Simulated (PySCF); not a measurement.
Bonds broken one at a time in the series Ge Cl-H. Gas-phase values, no solvent. Strings in code marks are SMILES.

Level of theory: PBE-D3(BJ)/def2-TZVP // B3LYP-D3(BJ)/def2-TZVP run with PySCF. 

```tsv
species	dipole moment (D)
whole molecule (`[Cl][Ge]([Cl])([Cl])[Cl]`)	0.00
radical fragment (`[Cl][Ge]([Cl])[Cl]`)	1.10
whole molecule (`[Cl][GeH]([Cl])[Cl]`)	1.41
radical fragment (`[Cl][GeH][Cl]`)	1.69
whole molecule (`[Cl][GeH2][Cl]`)	1.91
radical fragment (`[Cl][GeH2]`)	1.69
whole molecule (`[Cl][GeH3]`)	1.94
radical fragment (`[GeH3]`)	0.05
```
